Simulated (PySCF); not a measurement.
# Dipole response of Cu (copper, neutral)

[Ar] 3d10 4s1, 2S determinant. Calculation: PySCF 2.14, in dyall-av2z (16s12p7d2f, 101 functions); the non-relativistic Hamiltonian (point nucleus). Coupled (time-dependent) response in atomic units; α is the mean over directions. A double-zeta set is small for polarisabilities.

```csv
method,mean α (bohr³),C₆ (like pair),S(−4)
wB97X-V,50.86,324.9,2345
```

S(−4) is the Cauchy moment in α(ω) = α(0) + S(−4) ω² + …

Reference α: 46.5 ± 0.5 bohr³ (recommended; Schwerdtfeger and Nagle, table of static dipole polarizabilities (2023 update)). Published C₆: 253.0 (Chu and Dalgarno (2004); Tang, Norbeck and Certain (1976)).

α(iu) at wB97X-V:

| u (hartree) | α(iu) (bohr³) |
| --- | --- |
| 0 | 50.86 |
| 0.0500 | 45.68 |
| 0.100 | 35.51 |
| 0.200 | 20.16 |
| 0.300 | 12.73 |
| 0.500 | 6.872 |
| 0.750 | 4.344 |
| 1.00 | 3.196 |
| 1.50 | 2.056 |
| 2.00 | 1.460 |
| 3.00 | 0.8568 |
| 5.00 | 0.4176 |

A single London oscillator, α(iu) = α/(1 + u²/ω²), gives C₆ = (3/4) ω α². Matching the computed C₆ needs ω = 4 × 324.9 / (3 × 50.86²) = 0.167 hartree.
